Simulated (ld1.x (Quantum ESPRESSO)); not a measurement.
Ranking TM potentials for silver (Ag)

All share these settings but for the change named:

- Element: silver
- Generator: ld1.x (Quantum ESPRESSO) 7.5
- Type: norm-conserving Troullier–Martins (Kleinman–Bylander form)
- Functional: Wu–Cohen
- Relativity: scalar-relativistic
- Frozen core: [Ar] 3d10
- Valence charge: 19
- Reference configuration: 4s2 4p6 4d10 5s0 5p0 (charge +1)
- Partial waves: 4s (bound): rc 1.30 bohr; 4d (bound): rc 1.85 bohr; 4p (bound): rc 1.50 bohr
- Local potential: the p channel
- Core correction: Bessel-smoothed model core inside 1.25 bohr

Test errors are all-electron minus pseudo excitation energies from the reference, over 4s2 4p6 4d10 5s1 5p0; 4s2 4p6 4d9 5s0 5p0; 4s2 4p6 4d8 5s0 5p0; 4s2 4p5 4d10 5s1 5p0; 4s1 4p6 4d10 5s1 5p0; 4s2 4p6 4d10 5s0.5 5p0; 4s2 4p6 4d9 5s2 5p0. None of these files shows a bound ghost.

The base gives 1061.9 meV.

Of 11 variants that were run, those that failed, showed a ghost or another fault, or gave nearly equal values are left out.

A variant can come out equal or close to the base, since the largest error may sit in a test that the change hardly touches while other tests move.

Problem. Rank these variants by their largest absolute test error, smallest first.
A. wave 4s (bound): rc 1.30 bohr becomes 4s (bound): rc 1.24 bohr
B. type PAW; waves now 4s (bound): rcut 1.20, rcutus 1.30 bohr; 5s (bound): rcut 1.20, rcutus 1.30 bohr; 4p (bound): rcut 1.35, rcutus 1.50 bohr; 5p (bound): rcut 1.35, rcutus 1.50 bohr; 4d (bound): rcut 1.60, rcutus 1.85 bohr; 4d channel at -0.45 Ry: rcut 1.60, rcutus 1.85 bohr; local potential all-electron potential smoothed inside 1.20 bohr (lloc = -1); augmentation PSQ, inside the norm-conserving radii
C. wave 4p (bound): rc 1.50 bohr becomes 4p (bound): rc 1.00 bohr
D. type RRKJ; rho0 0.02
E. wave 4d (bound): rc 1.85 bohr becomes 4d (bound): rc 2.56 bohr

Solution. B (37.4 meV), D (580.1 meV), C (717.2 meV), A (855.2 meV), E (1136.0 meV).
